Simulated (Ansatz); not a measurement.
`[F][Sn][Br]` + HCl → `[F][Sn][Cl]` + HBr at 400 K and 1 bar (ligand exchange at the Sn–Br bond).

Computed with Ansatz on PBE0-D4/def2-TZVP structures; ΔE is electronic, products minus reactants. CCSD(T)/CBS adds triple-zeta CCSD(T) − MP2 to the extrapolated MP2 energy (def2 sets, frozen cores). This one scheme is used for every species. Elements past krypton have def2 core potentials. For Br, Sn outer-core shells are correlated without core-valence functions, which leaves a few kJ/mol of doubt a bond. Scalar relativity is left out up to krypton.

```
      species  CCSD(T)/CBS energy (Eh)  H − E (kJ/mol)  S (J/(mol·K))
`[F][Sn][Br]`              -2887.23951            24.7          327.4
          HCl               -460.38127            29.6          195.4
`[F][Sn][Cl]`               -773.69640            25.0          315.5
          HBr              -2573.91920            27.6          207.2
```

H − E and S are ideal-gas, rigid-rotor, harmonic terms from PBE0-D4/def2-TZVP. 1 Eh = 2625.50 kJ/mol, R = 8.31446 J/(mol·K).

Q: By hand: ΔE, ΔH, ΔS and ΔG.

A: ΔE = (-773.69640) + (-2573.91920) − (-2887.23951) − (-460.38127) = 0.00518 Eh = 13.6 kJ/mol. Δ(H − E) = 25.0 + 27.6 − 24.7 − 29.6 = -1.7, so ΔH = 11.9 kJ/mol. ΔS = 315.5 + 207.2 − 327.4 − 195.4 = -0.1 J/(mol·K). ΔG = 11.9 − 400 × (-0.1)/1000 = 11.9 kJ/mol.

Q: By hand: the equilibrium constant, and the temperature at which ΔG would vanish if ΔH and ΔS stayed fixed.

A: log₁₀ K = −ΔG/(RT ln 10) = -1.6. ΔH and −TΔS have one sign here, so there is no such temperature.

The number of gas molecules stays the same, so ΔS is small and ΔH decides. A doubt of 5 kJ/mol in ΔE shifts log₁₀ K by 0.7 here. These are equilibria of isolated gas molecules and say nothing of rates. Largest T1 diagnostic: 0.016 (customary marks: 0.02 for closed shells, 0.045 for open ones).

ΔS is within the doubt of such terms, so its sign, and with it that verdict, could turn.
